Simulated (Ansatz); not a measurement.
Coupled-cluster diagnostics for the cluster GaAs₂, Ansatz.

Geometry of the doublet (r2SCAN-D4/def2-TZVP):

```
atom   x (Å)   y (Å)   z (Å)
 Ga1  -1.385   0.865   0.311
 As2   0.511  -1.041   0.732
 As3   0.874   0.176  -1.043
```

Correlated methods freeze 27 core orbitals; core or outer-core shells of Ga, As are correlated, in sets that lack core-valence functions. In CCSD on the charge 0 doublet the largest single amplitude is 0.22, so its Hartree–Fock determinant may place the open shell otherwise than the density functionals do. The structure comes from a short search, and lower isomers may exist.

Geometry of the charge 0 quartet (r2SCAN-D4/def2-TZVP):

```tsv
atom	x (Å)	y (Å)	z (Å)
Ga1	0.2864	1.3459	-0.3458
As2	0.9896	-0.8143	0.5608
As3	-1.2760	-0.5316	-0.2150
```

(1) Estimate the CCSD(T) correlation energy, the shares of MP2 and (T), T1 and the reference's ⟨S²⟩ for: charge 0, doublet, own geometry in def2-SVP; charge 0, quartet, own geometry in def2-SVP; and the rough time on 4 threads of Arm Neoverse V1 on a shared host.

## Answers

(1) 
```
                          state     basis  correlation (eV)  MP2 share (%)  (T) share (%)     T1  ⟨S²⟩ (pure)  wall time                        remarks
charge 0, doublet, own geometry  def2-SVP           -17.794           94.7            4.2  0.042  1.19 (0.75)      9.5 s  spin-contaminated (⟨S²⟩ 1.19)
charge 0, quartet, own geometry  def2-SVP           -17.289           96.9            4.0  0.019  3.88 (3.75)        8 s  spin-contaminated (⟨S²⟩ 3.88)
```
Customary marks for T1 are 0.02 (closed shells), 0.045 (open shells) and about 0.05 (3d metals). T1 exceeds 0.02 in 1 of 2 rows and 0.045 in 0; the higher it lies, the less the single-reference result can be trusted.
